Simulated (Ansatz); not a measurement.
`BBC=N` + HBr → `BBBr` + `C=N` at 500 K and 1 bar (ligand exchange at a B–C bond).

Computed with Ansatz on PBE0-D4/def2-TZVP structures; ΔE is electronic, products minus reactants. CCSD(T)/CBS adds triple-zeta CCSD(T) − MP2 to the extrapolated MP2 energy (def2 sets, frozen cores). This one scheme is used for every species. For Br outer-core shells are correlated without core-valence functions, which leaves a few kJ/mol of doubt a bond. Scalar relativity is left out up to krypton. Each species was taken in one conformer, which may not be the lowest.

```csv
species,CCSD(T)/CBS energy (Eh),H − E (kJ/mol),S (J/(mol·K))
`BBC=N`,-145.26428,202.3,360.1
HBr,-2573.91920,30.5,213.7
`BBBr`,-2624.69394,115.3,332.3
`C=N`,-94.52360,124.2,249.5
```

H − E and S are ideal-gas, rigid-rotor, harmonic terms from PBE0-D4/def2-TZVP, for one conformer and one mirror image of each species. 1 Eh = 2625.50 kJ/mol, R = 8.31446 J/(mol·K).

**Question.** By hand: ΔE, ΔH, ΔS and ΔG.

**Answer.** ΔE = (-2624.69394) + (-94.52360) − (-145.26428) − (-2573.91920) = -0.03406 Eh = -89.4 kJ/mol. Δ(H − E) = 115.3 + 124.2 − 202.3 − 30.5 = 6.7, so ΔH = -82.7 kJ/mol. ΔS = 332.3 + 249.5 − 360.1 − 213.7 = 8.0 J/(mol·K). ΔG = -82.7 − 500 × (8.0)/1000 = -86.7 kJ/mol.

**Question.** By hand: the equilibrium constant, and the temperature at which ΔG would vanish if ΔH and ΔS stayed fixed.

**Answer.** log₁₀ K = −ΔG/(RT ln 10) = 9.1. ΔH and −TΔS have one sign here, so there is no such temperature.

The number of gas molecules stays the same, so ΔS is small and ΔH decides. A doubt of 5 kJ/mol in ΔE shifts log₁₀ K by 0.5 here. Other conformers and mirror images would add mixing entropy, several J/(mol·K) or more a flexible species. These are equilibria of isolated gas molecules and say nothing of rates. Largest T1 diagnostic: 0.015 (customary marks: 0.02 for closed shells, 0.045 for open ones).

ΔS is within the doubt of such terms, so its sign, and with it that verdict, could turn.
